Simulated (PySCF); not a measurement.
BiBrH₆Si₂. Atoms are numbered in the order given.

```xyz
10

Bi     0.4175    -0.6361     0.0000
Br    -2.0822     0.3256     0.0000
Si     1.1016     1.1611    -1.8932
H      0.6711     2.5228    -1.4735
H      2.5835     1.1392    -2.0892
H      0.4347     0.7816    -3.1708
Si     1.1016     1.1611     1.8932
H      0.6711     2.5228     1.4735
H      0.4347     0.7816     3.1708
H      2.5835     1.1392     2.0892
```
Charge 0, spin multiplicity 1.

The structure is a stationary point at B3LYP-D3(BJ)/def2-SVP. The def2 effective core potentials stand for the cores of Bi; spin–orbit coupling is left out.

Vertical ionisation energy (IE) and electron affinity (EA) in eV. Rows of orbital energies are one-electron estimates. Where ΔSCF, EOM or ADC give a negative EA the extra electron is unbound and the value depends on the basis.

```csv
level,IE,EA
"−ε(HOMO), −ε(LUMO), B3LYP/def2-TZVP (PySCF)",?,?
"−ε(HOMO), −ε(LUMO), PBE/def2-TZVP (PySCF)",6.15,3.07
```

Question: Complete the blanks. (An estimate is asked for; the answer gives what the named calculation found.)

Answer: 
- −ε(HOMO), −ε(LUMO), B3LYP/def2-TZVP (PySCF), IE: 6.95
- −ε(HOMO), −ε(LUMO), B3LYP/def2-TZVP (PySCF), EA: 2.55
